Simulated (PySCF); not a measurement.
# Radial density of Ce⁺ (cerium, charge +1)

CAM-B3LYP, [Xe] 4f2 5d1, one real determinant (an excited configuration). All numbers are calculated (PySCF 2.14, the spin-free X2C one-electron Hamiltonian (Gaussian nucleus), in cc-pVDZ-X2C).

```tsv
r (bohr)	4πr²ρ (e/bohr)	4πr²(ρα − ρβ)
0.0181	76.81	0.0003
0.0304	66.69	0.0007
0.0512	82.73	0.0026
0.0861	97.54	0.0100
0.145	72.99	0.0437
0.244	82.33	0.1978
0.410	31.50	0.8980
0.689	34.01	1.6499
1.16	10.59	1.2423
1.95	5.310	0.7015
3.28	0.7276	0.3204
5.52	0.06601	0.0618
9.28	0.0004571	0.0004
```

Densities and radii are taken from the X2C orbitals without a picture-change correction, which distorts them close to the nucleus.

⟨L²⟩ = 29.94 against 56 for a pure K term, so this real determinant mixes terms. Spin-orbit coupling, absent here, splits the open shell strongly.
